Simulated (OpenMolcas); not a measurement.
**Pm2+ in a point-charge field**

Pm2+ among 7 point charges of -0.5 e arranged as a pentagonal bipyramid (D5h), 3.09 Å from the ion, with the axial distance 3.028 Å.
```
   3.0900    0.0000    0.0000  -0.50
   0.9549    2.9388    0.0000  -0.50
  -2.4999    1.8163    0.0000  -0.50
  -2.4999   -1.8163    0.0000  -0.50
   0.9549   -2.9388    0.0000  -0.50
   0.0000    0.0000    3.0282  -0.50
   0.0000    0.0000   -3.0282  -0.50
```

* Program: OpenMolcas
* Method: CASSCF
* Basis: ANO-RCC-VTZP [8s7p5d3f2g1h]
* Scalar Hamiltonian: DKH2, point nucleus
* Active space: 5 electrons in 7 orbitals (4f)
* State averaging: 2S+1 = 6 odd, 21 roots; 2S+1 = 4 odd, 128 roots kept (CI in the orbitals of an earlier block, 108 in the spin-orbit step); 2S+1 = 2 odd, 149 roots kept (CI in the orbitals of an earlier block, 40 in the spin-orbit step)
* Spin-orbit coupling: state interaction with AMFI integrals over the reference wave functions

The lowest spin-free states, above the lowest:

```csv
State,Degeneracy,E (cm-1),Free-ion L (%)
2S+1 = 6,2,0.0,H (100)
2S+1 = 6,2,17.2,H (100)
2S+1 = 6,2,27.2,H (100)
2S+1 = 6,2,74.3,H (100)
2S+1 = 6,2,114.0,H (100)
2S+1 = 6,1,129.2,H (100)
2S+1 = 6,3,6017,F (100)
2S+1 = 6,2,6026,F (100)
2S+1 = 6,2,6064,F (100)
2S+1 = 4,2,19749,I (100)
2S+1 = 4,2,19754,I (100)
2S+1 = 4,2,19777,I (98)
2S+1 = 4,2,19791,I (100)
2S+1 = 4,2,19808,I (98)
2S+1 = 4,2,19835,I (99)
2S+1 = 4,1,19845,I (100)
2S+1 = 4,2,20009,F (98)
2S+1 = 4,2,20021,F (98)
2S+1 = 4,2,20023,F (99)
2S+1 = 4,1,20030,F (100)
```

The lowest levels with spin-orbit coupling:

| E (cm-1) | Degeneracy | 2S+1 | J | |mJ| (%) | g |
| --- | --- | --- | --- | --- | --- |
| 0.0 | 2 | 6 | 2.50 | 5/2 (100) | 0.00 0.00 1.40 |
| 29.9 | 2 | 6 | 2.50 | 3/2 (100) | 0.00 0.00 0.63 |
| 78.2 | 2 | 6 | 2.50 | 1/2 (100) | 0.14 0.94 0.94 |
| 833.6 | 2 | 6 | 3.50 | 7/2 (100) | 0.00 0.00 5.75 |
| 869.8 | 2 | 6 | 3.50 | 5/2 (100) | 0.00 0.00 4.01 |
| 889.1 | 2 | 6 | 3.50 | 3/2 (100) | 0.00 0.00 2.52 |
| 891.6 | 2 | 6 | 3.50 | 1/2 (100) | 0.89 3.42 3.42 |
| 1837 | 2 | 6 | 4.50 | 9/2 (100) | 0.00 0.00 9.62 |
| 1868 | 2 | 6 | 4.50 | 7/2 (100) | 0.00 0.00 7.42 |
| 1887 | 2 | 6 | 4.50 | 5/2 (100) | 0.00 0.00 5.36 |
| 1895 | 2 | 6 | 4.50 | 3/2 (100) | 0.00 0.00 3.26 |
| 1896 | 2 | 6 | 4.50 | 1/2 (100) | 1.10 5.43 5.43 |
| 2969 | 2 | 6 | 5.50 | 11/2 (100) | 0.00 0.00 13.23 |
| 2991 | 2 | 6 | 5.50 | 9/2 (100) | 0.00 0.00 10.77 |
| 3011 | 2 | 6 | 5.50 | 7/2 (100) | 0.00 0.00 8.41 |
| 3026 | 2 | 6 | 5.50 | 5/2 (100) | 0.00 0.00 6.04 |
| 3034 | 2 | 6 | 5.50 | 3/2 (100) | 0.00 0.00 3.65 |
| 3038 | 2 | 6 | 5.50 | 1/2 (100) | 1.22 7.26 7.26 |
| 4197 | 2 | 6 | 6.50 | 13/2 (100) | 0.00 0.00 16.65 |
| 4204 | 2 | 6 | 6.50 | 11/2 (100) | 0.00 0.00 14.06 |

Powder χT (cm3 K/mol): 0.0659 at 2 K, 0.0821 at 10 K, 0.13 at 50 K, 0.178 at 100 K, 0.273 at 200 K, 0.384 at 300 K. The effective moment at 300 K is 2.828 √(χT) = 1.75 μB.

Hund's rules give f5 the level 6H5/2 with g = 0.286, so an isolated free-ion multiplet has χT = g² J(J+1) / 8 = 0.089 cm3 K/mol. The computed 0.384 at 300 K differs by +330 %, through the field's splitting, the mixing of terms and any other multiplet in reach.

Stevens parameters of the J = 5/2 multiplet, which is 78 cm-1 wide (cm-1, z along the main axis): B20 = -4.078e+00, B40 = 7.952e-02.

High states are left out of the spin-orbit mixing, which shifts the levels that they would mix with. This is an electrostatic model: the charges have no orbitals. An unlabelled pair can be two single states that coincide in this model. A group larger than the point group allows holds several states that coincide in this model. The first state left out of the spin-orbit step lies near 34000 cm-1 above the lowest spin-free state of the reference (among the parities and spins computed), and the lists stop at four fifths of that energy or lower. No measured value stands beside these numbers.
